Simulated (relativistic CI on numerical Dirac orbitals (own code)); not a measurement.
**Cr²⁺ in a cubic cluster: 2p photoemission with charge transfer**

Computed with a charge-transfer multiplet model of a cubic metal-ligand cluster with up to one ligand hole, Slater and spin-orbit integrals from Dirac-Coulomb-Breit ions, Slater integrals scaled by 0.7. The parameters are those of a tetrahedral site (10Dq negative, t2 hopping the larger). The ground state mixes d4 with configurations of k ligand holes L, whose averages lie at kΔ + k(k − 1)U_dd/2; a core hole lowers each added d electron by U_cd. 20 K, Lorentzian 0.6 eV and Gaussian 0.8 eV FWHM.

Atomic integrals in eV (Slater integrals scaled, ζ unscaled), ground: F2dd 6.716, F4dd 4.172, zeta_d 0.027; with the core hole: F2dd 8.069, F4dd 5.055, zeta_d 0.047, zeta_core 5.620, F2cd 4.593, G1cd 3.414, G3cd 1.938.

Cluster parameters (eV): U_dd = 4.7, U_cd = 5.9, 10Dq = -0.2, 10Dq(ligand) = 0, V(eg) = 0.88, V(t2g) = -1.49, final-state hopping factor = 1.

```json
{"Case": "Δ = 4 eV", "n_d": "4.24", "d4": "0.76", "d5L": "0.24", "S": "2.00"}
{"Case": "Δ = 5 eV", "n_d": "4.19", "d4": "0.81", "d5L": "0.19", "S": "2.00"}
{"Case": "Δ = 8 eV", "n_d": "4.10", "d4": "0.90", "d5L": "0.10", "S": "2.00"}
```

Weights, n_d and S are thermal averages at 20 K. Binding energies count from the first peak over 30 % of the highest in each spectrum, which can be another peak from case to case. The parameters are a model scan and need not match a compound or its usual spin state. Peaks in eV (height, largest 100):
- Δ = 4 eV: 0.0 (100), 0.9 (94), 10.4 (67), 13.1 (28), 17.6 (11)
- Δ = 5 eV: 0.0 (100), 3.9 (44), 10.3 (64), 13.0 (24), 17.3 (8)
- Δ = 8 eV: 0.0 (100), 3.8 (27), 9.8 (55)

Curve for Δ = 4 eV (points under 2 left out, the grid thinned):

(E (eV), Intensity): (-3.8, 2.0), (-3.2, 2.7), (-2.7, 3.6), (-2.1, 5.7), (-1.6, 9.6), (-1.0, 26.9), (-0.4, 80.4), (0.1, 99.1), (0.7, 93.2), (1.2, 90.4), (1.8, 78.9), (2.4, 64.6), (2.9, 57.9), (3.5, 50.3), (4.0, 49.3), (4.6, 41.3), (5.1, 31.0), (5.7, 25.0), (6.3, 22.4), (6.8, 20.1), (7.4, 20.4), (7.9, 24.2), (8.5, 30.4), (9.1, 44.4), (9.6, 61.5), (10.2, 66.5), (10.7, 64.2), (11.3, 40.7), (11.9, 30.8), (12.4, 27.4), (13.0, 27.8), (13.5, 24.6), (14.1, 14.7), (14.6, 10.7), (15.2, 8.8), (15.8, 7.3), (16.3, 6.6), (16.9, 7.8), (17.4, 10.7), (18.0, 10.2), (18.6, 8.2), (19.1, 5.9), (19.7, 4.2), (20.2, 3.0), (20.8, 2.0)

For the case Δ = 5 eV, Δ = 5 eV is larger than U_dd = 4.7 eV, the Mott-Hubbard side of the Zaanen-Sawatzky-Allen scheme. With the core hole the configuration with one ligand hole lies at Δ − U_cd = -1.9, -0.9, 2.1 eV from the one without, in the order of the table; where this is negative the screened configuration lies lower, though the effective hopping of about 3.2 eV (from the holes of the mixed ground state) mixes the two strongly wherever it is as large as the gap.

With at most 1 ligand hole the space is cut while the next configuration still counts, so covalency is underestimated, and a final configuration with one more ligand hole, which can lie low, is missing from the spectra.
